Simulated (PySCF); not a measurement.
# One molecule, several mistakes: B3CH7

All numbers below are calculated, not measured. The program is PySCF 2.14.0, an open-source quantum chemistry code, run on an isolated molecule that a program drew, which may never have been made. The molecule is B3CH7 (charge 0, singlet), drawn as the SMILES string `BBBC`.

Each row is a Hartree-Fock (HF) and frozen-core CCSD(T) single point in the cc-pVDZ basis, meant for a local HF minimum. Run 1 is clean. Each other run has one planted mistake out of seven kinds, and not every kind appears here: one electron removed, one electron added, multiplicity raised by two, geometry at a saddle point, minimal basis STO-3G, one bond length entered in bohr, all coordinates scaled. The reference is restricted for singlets and unrestricted otherwise, and also for a bond in bohr. Adding or removing an electron swaps singlet and doublet. Electrons count all cores. HOMO and LUMO are orbital energies over both spins, the gradient is its largest component, and the lowest frequency (negative if imaginary) is given only where the gradient is small. Bond lengths are over the 10 bonds as drawn. T1 is the CCSD diagnostic: over 0.02 (restricted) or 0.045 (unrestricted) a single reference is doubtful.

Geometry of the clean run:
```xyz
11
B3CH7, angstrom
B    -2.4339    0.6670   -0.3960
B    -2.1988    0.3211    1.2265
B    -1.0451   -0.7028    1.9079
C     0.4095   -0.2723    2.3621
H    -1.8767    1.5921   -0.9287
H    -3.1739    0.0106   -1.0820
H    -2.9528    0.8661    2.0033
H    -1.3459   -1.8631    2.0694
H     0.5914   -0.5824    3.3972
H     1.1363   -0.8283    1.7549
H     0.6370    0.7916    2.2712
```

| run | electrons | basis functions | <S^2> | HOMO (eV) | LUMO (eV) | gradient (hartree/bohr) | lowest frequency (cm^-1) | mean bond (Å) | longest bond (Å) | T1 | HF (hartree) | CCSD(T) (hartree) | mistake |
|---|---|---|---|---|---|---|---|---|---|---|---|---|---|
| 1 | 28 | 91 | 0.000 | -10.78 | 2.06 | 3.5e-05 | 58 | 1.3061 | 1.686 | 0.0133 | -115.93908 | -116.40061 | no fault |
| 2 | 28 | 91 | 0.000 | -10.65 | 1.84 | 3.7e-02 | - | 1.3805 | 1.782 | 0.0130 | -115.91500 | -116.38278 | all coordinates scaled |
| 3 | 28 | 27 | 0.000 | -9.42 | 6.62 | 2.6e-02 | - | 1.3061 | 1.686 | 0.0090 | -114.54128 | -114.74682 | minimal basis STO-3G |
| 4 | 27 | 91 | 0.776 | -18.01 | -7.94 | 7.3e-02 | - | 1.3061 | 1.686 | 0.0217 | -115.59484 | -116.03547 | ? |

**Which mistake was planted in run 4, and what did it cost?**

It counts 27 electrons, one fewer than the clean run, at the same geometry and basis. So the mistake is: one electron removed. Subtracting run 1 and multiplying by 627.51 kcal/mol a hartree, the energy moved by 216.0 kcal/mol in HF and 229.1 kcal/mol in CCSD(T).

